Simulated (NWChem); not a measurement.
System: C₃H₄F₂O; SMILES F/C=C(/OC)F

Here is an NWChem input.

```
start job
memory heap 200 mb stack 900 mb global 1100 mb
geometry units angstroms noautoz
  C      0.060486     2.229467    -0.194690
  O      0.627389     1.112497     0.471734
  C      0.001084    -0.045464     0.297940
  F     -1.280803    -0.050926     0.652147
  C      0.609659    -1.142751    -0.154587
  F     -0.013884    -2.316054    -0.211784
  H      0.688558     3.094072     0.050907
  H      0.060743     2.073295    -1.286798
  H     -0.968623     2.417507     0.147374
  H      1.654283    -1.137805    -0.466054
end
basis spherical
  * library sto-3g
end
dft
  xc pbe0
  iterations 150
  mulliken
end
task dft energy
```

Parts of the log:

```
             Northwest Computational Chemistry Package (NWChem) 7.3.0
             --------------------------------------------------------

 C1  symmetry detected

                             Geometry "geometry" -> ""
                             -------------------------

 Output coordinates in angstroms (scale by  1.889725989 to convert to a.u.)

  No.       Tag          Charge          X              Y              Z
 ---- ---------------- ---------- -------------- -------------- --------------
    1 C                    6.0000     0.19411678     2.19954082    -0.41897444
    2 O                    8.0000     0.50624558     1.13787033     0.46903081
    3 C                    6.0000    -0.03370442    -0.03968943     0.17723809
    4 F                    9.0000    -1.36088706    -0.04486844     0.09187921
    5 C                    6.0000     0.68462946    -1.15295244     0.02288498
    6 F                    9.0000     0.10900404    -2.33827283    -0.15708241
    7 H                    1.0000     0.71088197     3.08904614    -0.03941134
    8 H                    1.0000     0.55160564     1.97348365    -1.43789030
    9 H                    1.0000    -0.88940300     2.39109103    -0.44591057
   10 H                    1.0000     1.77364700    -1.14970576     0.07090274

 Effective nuclear repulsion energy (a.u.)     243.5037181432

                                 NWChem DFT Module
                                 -----------------

 Summary of "ao basis" -> "ao basis" (spherical)
 ------------------------------------------------------------------------------
       Tag                 Description            Shells   Functions and Types
 ---------------- ------------------------------  ------  ---------------------
 C                           sto-3g                  3        5   2s1p
 O                           sto-3g                  3        5   2s1p
 F                           sto-3g                  3        5   2s1p
 H                           sto-3g                  1        1   1s

            General Information
            -------------------
          SCF calculation type: DFT
          Wavefunction type:  closed shell.
          No. of atoms     :    10
          No. of electrons :    48
           Alpha electrons :    24
            Beta electrons :    24
          Charge           :     0
          Spin multiplicity:     1
          Use of symmetry is: off; symmetry adaption is: off
          Maximum number of iterations: 150
          AO basis - number of functions:    34
                     number of shells:    22
          Convergence on energy requested:  1.00D-06
          Convergence on density requested:  1.00D-05
          Convergence on gradient requested:  5.00D-04

              XC Information
              --------------
                         PBE0 Method XC Functional
                     Hartree-Fock (Exact) Exchange  0.250
          PerdewBurkeErnzerhof Exchange Functional  0.750
            Perdew 1991 LDA Correlation Functional  1.000 local
           PerdewBurkeErnz. Correlation Functional  1.000 non-local

             Grid Information
             ----------------
          Grid used for XC integration:  medium
          Radial quadrature: Mura-Knowles
          Angular quadrature: Lebedev.
          Tag              B.-S. Rad. Rad. Pts. Rad. Cut. Ang. Pts.
          ---              ---------- --------- --------- ---------
          C                   0.70       49          11.0       434
          O                   0.60       49           8.0       434
          F                   0.50       49          11.0       434
          H                   0.35       45          11.0       434
          Grid pruning is: on
          Number of quadrature shells:   474
          Spatial weights used:  Erf1

      Superposition of Atomic Density Guess
      -------------------------------------

 Sum of atomic energies:        -383.18173199

      Non-variational initial energy
      ------------------------------

 Total energy =    -384.133505
 1-e energy   =   -1020.067976
 2-e energy   =     392.430753
 HOMO         =      -0.014624
 LUMO         =       0.340842

     ---------------------------------------------
      Total Density - Mulliken Population Analysis
     ---------------------------------------------

    Atom       Charge   Shell Charges
 -----------   ------   -------------------------------------------------------
    1 C    6     5.77   1.99  1.25  2.53
    2 O    8     8.49   2.00  1.78  4.71
    3 C    6     5.30   1.99  1.07  2.23
    4 F    9     9.37   2.00  1.92  5.45
    5 C    6     5.85   1.99  1.18  2.68
    6 F    9     9.36   2.00  1.91  5.44
    7 H    1     0.97   0.97
    8 H    1     0.98   0.98
    9 H    1     0.98   0.98
   10 H    1     0.94   0.94

   convergence    iter        energy       DeltaE   RMS-Dens  Diis-err
 ---------------- ----- ----------------- --------- --------- ---------
 d= 0,ls=0.0,diis     1   -385.6801461104 -6.29D+02  6.13D-02  1.04D+00
 d= 0,ls=0.0,diis     2   -385.6153379211  6.48D-02  3.54D-02  1.72D+00
 d= 0,ls=0.0,diis     3   -385.8579693223 -2.43D-01  7.38D-03  1.95D-02
 d= 0,ls=0.0,diis     4   -385.8599441327 -1.97D-03  3.61D-03  8.34D-03
 d= 0,ls=0.0,diis     5   -385.8613371994 -1.39D-03  8.73D-04  8.02D-04
  Resetting Diis
 d= 0,ls=0.0,diis     6   -385.8614647716 -1.28D-04  1.43D-04  1.09D-05
 d= 0,ls=0.0,diis     7   -385.8614663580 -1.59D-06  9.15D-05  1.64D-06
 d= 0,ls=0.0,diis     8   -385.8614663070  5.10D-08  5.20D-05  1.91D-06
 d= 0,ls=0.0,diis     9   -385.8614666663 -3.59D-07  7.86D-06  6.09D-08

         Total DFT energy =     -385.861466666301
      One electron energy =    -1018.089988853131
           Coulomb energy =      435.867418349770
    Exchange-Corr. energy =      -47.142614306099
 Nuclear repulsion energy =      243.503718143159

 Numeric. integr. density =       47.999999446108

                       DFT Final Molecular Orbital Analysis
                       ------------------------------------

 Vector   22  Occ=2.000000D+00  E=-2.250483D-01
              MO Center= -1.4D-01, -9.1D-01,  3.5D-02, r^2= 3.2D+00
   Bfn.  Coefficient  Atom+Function         Bfn.  Coefficient  Atom+Function
  ----- ------------  ---------------      ----- ------------  ---------------
    28      0.618712   6 F  px               19      0.543408   4 F  py
     8      0.351696   2 O  px               29     -0.267244   6 F  py
    34     -0.234741  10 H  s                14     -0.152161   3 C  py
     9      0.112277   2 O  py               23     -0.100821   5 C  px
    33      0.097439   9 H  s                10      0.090203   2 O  pz

 Vector   23  Occ=2.000000D+00  E=-2.043156D-01
              MO Center=  1.5D-01,  6.2D-01,  2.1D-01, r^2= 2.6D+00
   Bfn.  Coefficient  Atom+Function         Bfn.  Coefficient  Atom+Function
  ----- ------------  ---------------      ----- ------------  ---------------
     8      0.697570   2 O  px               20      0.330610   4 F  pz
    10     -0.319841   2 O  pz               28     -0.247815   6 F  px
    18      0.222371   4 F  px               33      0.222438   9 H  s
     9     -0.178711   2 O  py               32     -0.174040   8 H  s
    29      0.168396   6 F  py               30      0.132765   6 F  pz

 Vector   24  Occ=2.000000D+00  E=-1.203466D-01
              MO Center=  1.1D-01, -6.8D-01,  6.4D-02, r^2= 2.5D+00
   Bfn.  Coefficient  Atom+Function         Bfn.  Coefficient  Atom+Function
  ----- ------------  ---------------      ----- ------------  ---------------
    30     -0.520682   6 F  pz               25      0.504808   5 C  pz
    15      0.416680   3 C  pz               20     -0.391480   4 F  pz
    10     -0.338026   2 O  pz                8      0.161226   2 O  px
     7     -0.144836   2 O  s                29      0.104471   6 F  py
    32     -0.102217   8 H  s                24     -0.101029   5 C  py

 Vector   25  Occ=0.000000D+00  E= 1.579581D-01
              MO Center=  2.3D-01, -4.8D-01,  9.1D-02, r^2= 1.8D+00
   Bfn.  Coefficient  Atom+Function         Bfn.  Coefficient  Atom+Function
  ----- ------------  ---------------      ----- ------------  ---------------
    15      0.759512   3 C  pz               25     -0.744993   5 C  pz
    30      0.293812   6 F  pz               20     -0.287682   4 F  pz
     7     -0.185193   2 O  s                 4     -0.179244   1 C  py
     2      0.165488   1 C  s                10     -0.153338   2 O  pz
    14     -0.121746   3 C  py                9     -0.114739   2 O  py

 Vector   26  Occ=0.000000D+00  E= 2.831537D-01
              MO Center=  2.0D-01, -1.1D-02, -1.6D-02, r^2= 3.0D+00
   Bfn.  Coefficient  Atom+Function         Bfn.  Coefficient  Atom+Function
  ----- ------------  ---------------      ----- ------------  ---------------
     7      0.584961   2 O  s                13     -0.517903   3 C  px
    29     -0.459580   6 F  py               10     -0.415652   2 O  pz
     5     -0.405262   1 C  pz                4      0.362500   1 C  py
    23     -0.348792   5 C  px               24     -0.323854   5 C  py
    18     -0.301466   4 F  px               22      0.301072   5 C  s

 Vector   27  Occ=0.000000D+00  E= 3.396668D-01
              MO Center= -7.6D-02,  5.4D-01,  5.3D-03, r^2= 2.3D+00
   Bfn.  Coefficient  Atom+Function         Bfn.  Coefficient  Atom+Function
  ----- ------------  ---------------      ----- ------------  ---------------
    12      0.753618   3 C  s                18     -0.555906   4 F  px
     4     -0.499968   1 C  py                7     -0.478208   2 O  s
    13     -0.383652   3 C  px               10      0.373099   2 O  pz
    24     -0.371522   5 C  py               17     -0.365739   4 F  s
     8      0.329178   2 O  px                5      0.303176   1 C  pz

     ---------------------------------------------
      Total Density - Mulliken Population Analysis
     ---------------------------------------------

    Atom       Charge   Shell Charges
 -----------   ------   -------------------------------------------------------
    1 C    6     6.13   1.99  1.21  2.93
    2 O    8     8.20   2.00  1.80  4.41
    3 C    6     5.84   1.99  1.07  2.78
    4 F    9     9.08   2.00  1.95  5.14
    5 C    6     6.04   1.99  1.12  2.93
    6 F    9     9.07   2.00  1.94  5.13
    7 H    1     0.90   0.90
    8 H    1     0.91   0.91
    9 H    1     0.91   0.91
   10 H    1     0.91   0.91

     -------------------------------------------
      Total Density - Lowdin Population Analysis
     -------------------------------------------

    Atom       Charge   Shell Charges
 -----------   ------   -------------------------------------------------------
    1 C    6     6.04   1.98  1.05  3.01
    2 O    8     8.11   2.00  1.66  4.46
    3 C    6     5.92   1.98  1.03  2.90
    4 F    9     9.04   2.00  1.88  5.16
    5 C    6     6.07   1.98  1.04  3.04
    6 F    9     9.02   2.00  1.88  5.15
    7 H    1     0.94   0.94
    8 H    1     0.95   0.95
    9 H    1     0.95   0.95
   10 H    1     0.96   0.96

     Multipole analysis of the density
     ---------------------------------

     L   x y z        total         alpha         beta         nuclear
     -   - - -        -----         -----         ----         -------
     0   0 0 0     -0.000000    -24.000000    -24.000000     48.000000

     1   1 0 0      0.075076      0.037538      0.037538      0.000000
     1   0 1 0      0.502061      0.251031      0.251031     -0.000000
     1   0 0 1     -0.317150     -0.158575     -0.158575      0.000000

     2   2 0 0    -22.263042    -58.657080    -58.657080     95.051119
     2   1 1 0     -0.677282     -0.010871     -0.010871     -0.655540
     2   1 0 1     -0.370610      0.008444      0.008444     -0.387498
     2   0 2 0    -21.204111   -219.639479   -219.639479    418.074847
     2   0 1 1     -1.142170      3.533446      3.533446     -8.209063
     2   0 0 2    -22.560569    -21.236009    -21.236009     19.911449
```

Level: PBE0/STO-3G. Structure relaxed at the PBE0/def2-SVP level.
